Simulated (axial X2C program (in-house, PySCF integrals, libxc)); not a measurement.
# Which molecule has these constants?

All values come from calculations with an axial X2C code built on PySCF integrals, spin-free (one-electron X2C) or two-component (2c: spin–orbit coupling with atomic mean-field Coulomb and Gaunt terms, which also bring small scalar terms), in Dyall basis sets with cores contracted in-house; open shells are unrestricted.

A two-component PBE0 calculation in a Dyall 3-zeta basis gave Re = 2.886 Å, ωe = 204.8 cm⁻¹, De = 0.43 eV, dipole magnitude 1.45 D, Ω = 1/2.

**Question.** Which molecule is it?
A. MgB
B. MgIn
C. MgAl

**Answer.** C. The others have MgB 2.369 Å and 369.6 cm⁻¹ (Ω = 1/2); MgIn 3.032 Å and 143.0 cm⁻¹ (Ω = 1/2).

Each entry is the lowest single determinant of a limited PBE0 search at one distance. De goes to single-determinant-based atoms at the same level (for ions the charge split of lowest energy) and is withheld (n/a) where an atom does not fit its ground term or J level. Main or longest-lived isotopes. One determinant is a doubtful description, or other states lie close, for MgAl, MgB, MgIn; these need not be ground states, and all values refer to the states named. Some light 2c atoms are not at their ground J level, so De misses part of their lowering (0.04 eV or less). The functionals have no current term, which raises determinants with orbital currents. Where the atoms have a lower orbital projection than the molecule, De at mean-field level may be about a tenth of an eV too small.
